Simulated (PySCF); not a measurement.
Compound: trimethylborane, C3H9B.
Bonds: C1–B2, B2–C3, B2–C4. Hydrogens: H5, H6, H7 on C1; H8, H9, H10 on C3; H11, H12, H13 on C4.

Jobs on this species (13 atoms, 32 electrons) with PySCF (density fitting). Hardware of each: one thread, Arm Neoverse V2 (aarch64), shared host. The host was shared with other jobs, so the times are rough. Peak memory is the resident size of the whole Python process, interpreter and libraries included.

```tsv
level and settings	work	basis functions	SCF cycles	wall time	peak memory
delta-SCF UKS SCAN, pcX-1 on the ionised atom, pcseg-1 elsewhere, spin-free X2C	ΔSCF core ionisation, 2 holes	111	?	?	?
delta-SCF UKS PBE, pcX-2 on the ionised atom, pcseg-1 elsewhere, spin-free X2C	ΔSCF core ionisation, 2 holes	132	?	?	?
delta-SCF UKS SCAN, pcX-2 on the ionised atom, pcseg-1 elsewhere, spin-free X2C	ΔSCF core ionisation, 2 holes	132	31	10 s	0.44 GiB
delta-SCF UKS HF, pcX-2 on the ionised atom, pcseg-1 elsewhere, spin-free X2C	ΔSCF core ionisation, 2 holes	132	26	3.8 s	0.41 GiB
delta-SCF UKS B3LYP, pcX-2 on the ionised atom, pcseg-1 elsewhere, spin-free X2C	ΔSCF core ionisation, 2 holes	132	27	8.6 s	0.51 GiB
delta-SCF UKS PBE0, pcX-2 on the ionised atom, pcseg-1 elsewhere, spin-free X2C	ΔSCF core ionisation, 2 holes	132	27	8.4 s	0.50 GiB
PBE0-D3(BJ)/def2-SVP, grid level 1	geometry optimisation from a GFN2-xTB start shaken at random	101	28	13 s	0.42 GiB
delta-SCF UKS SCAN, def2-TZVP on the ionised atom, pcseg-1 elsewhere, spin-free X2C	ΔSCF core ionisation, 2 holes	118	31	9.7 s	0.41 GiB
delta-SCF UKS SCAN, pcX-2 on the ionised atom, pcseg-1 elsewhere, non-relativistic	ΔSCF core ionisation, 2 holes	132	31	10 s	0.44 GiB
```

Problem. Fill in the missing figures.

Solution. 
- delta-SCF UKS SCAN, pcX-1 on the ionised atom, pcseg-1 elsewhere, spin-free X2C; ΔSCF core ionisation, 2 holes: 8.3 s, 0.38 GiB, 31 SCF cycles
- delta-SCF UKS PBE, pcX-2 on the ionised atom, pcseg-1 elsewhere, spin-free X2C; ΔSCF core ionisation, 2 holes: 5.8 s, 0.44 GiB, 29 SCF cycles

Problem. What do all jobs in the table cost together?

Solution. About 78 s; the longest takes about 17 % of that, and about 3.4 times as long as the shortest.
